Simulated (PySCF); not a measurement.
B(Cl)(F)(SH) (BClFHS), SMILES FB(S)Cl. Geometry optimised at B3LYP-D3(BJ)/def2-SVP. The values are those of a single conformer.

TDA-PBE0/def2-SVPD in PySCF puts the lowest singlet excitations at 6.76, 6.79, 7.10, 7.43, 7.74, 8.27 eV.

Q: What are the lowest excitation roots from ADC(2)/aug-cc-pVDZ run with PySCF 2.14.0? (The exact figures need the calculation; the answer reports its results.)

A: 6.88, 6.89, 7.60, 7.75, 8.12, 8.37 eV. S1 differs by 0.11 eV (second minus first; roots are paired by order, and the bases may differ).
